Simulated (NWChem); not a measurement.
Extrapolating the MP2 correlation energy of CCl₂

```
C
Cl 1 1.7189
Cl 1 1.7189 2 109.33
```
Charge 0, spin multiplicity 1.

Everything below was run with NWChem. The geometry was optimised at PBE0/def2-SVP, a minimum by its harmonic frequencies.

The correlated methods keep 11 core orbitals frozen. The structure started from a generated list of species.

Worked example. The MP2 correlation energy is -386.92 mHa in cc-pVDZ and -515.21 mHa in cc-pVTZ. The form E(X) = E∞ + A/X³ turns the pair into an estimate of the basis-set limit.

E∞ = (3³·(-515.21) − 2³·(-386.92))/(3³ − 2³) = -569.2 mHa. The larger basis holds 91 % of that. This is a two-point estimate, and a rough one from so small a pair.
